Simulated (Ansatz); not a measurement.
Relaxation of Cl₂FH₄HfN (9 atoms, charge 0, multiplicity 1), to a largest force component of 0.03 eV/Å in at most 50 steps.

All numbers below come from Ansatz, RKS r2SCANh-D4/def2-SVP.

```xyz
9
Properties=species:S:1:pos:R:3:forces:R:3
Hf -0.580 0.323 -0.465 -0.04 -0.02 -0.07
Cl -0.031 -1.212 2.876 -0.65 0.67 -0.41
F 1.277 0.567 -0.130 0.03 0.00 0.04
Cl -1.522 1.614 -2.197 0.02 -0.02 0.01
N -1.049 -1.604 -0.732 0.00 -0.04 -0.01
H -1.786 -1.970 -1.335 0.04 0.01 0.06
H -0.541 -2.388 -0.325 -0.02 0.02 -0.02
H -1.523 0.777 1.065 0.02 -0.04 0.16
H -0.921 -0.314 2.442 0.60 -0.58 0.24
```

Where does it end, and by what steps?

The forces met the threshold. After 48 steps the energy has fallen by 1.873 eV; Cl4 moved furthest, 1.57 Å. Parted: Cl2–H9 (1.34 → 2.86 Å). Joined: Hf1–Cl2 (3.72 → 2.37 Å), H8–H9 (1.86 → 0.76 Å).

```
step  energy less start (eV)  largest force component (eV/Å)  accepted
   0                  0.0000                           0.666       yes
   2                 -0.0356                           0.270       yes
   4                 -0.0446                           0.504        no
   6                 -0.0648                           0.181       yes
   8                 -0.1209                           0.480       yes
  10                 -0.5645                           1.173       yes
  12                 -1.2964                           0.464       yes
  14                 -1.5930                           0.760       yes
  16                 -1.6921                           0.473       yes
  18                 -1.7604                           0.229       yes
  20                 -1.7707                           0.061       yes
  22                 -1.7749                           0.084       yes
  24                 -1.7832                           0.263       yes
  26                 -1.7868                           0.096       yes
  28                 -1.7941                           0.313       yes
  30                 -1.7934                           0.891        no
  32                 -1.8080                           0.306       yes
  34                 -1.8133                           0.231       yes
  36                 -1.8263                           0.104       yes
  38                 -1.8469                           0.066       yes
  40                 -1.8515                           0.102       yes
  42                 -1.8577                           0.259       yes
  44                 -1.8683                           0.050       yes
  46                 -1.8714                           0.081       yes
  48                 -1.8728                           0.022       yes
```

```xyz
9
Properties=species:S:1:pos:R:3
Hf 0.056 -0.058 0.030
Cl 0.617 -0.030 2.336
F 1.643 -0.424 -0.935
Cl -0.831 1.968 -0.828
N -1.027 -1.669 -0.490
H -1.965 -1.941 -0.210
H -0.662 -2.377 -1.126
H -2.386 0.362 0.915
H -2.122 -0.039 1.506
```

Time of the run: 3 min on 4 threads of Arm Neoverse V1 (shared host), peak memory 0.33 GiB.
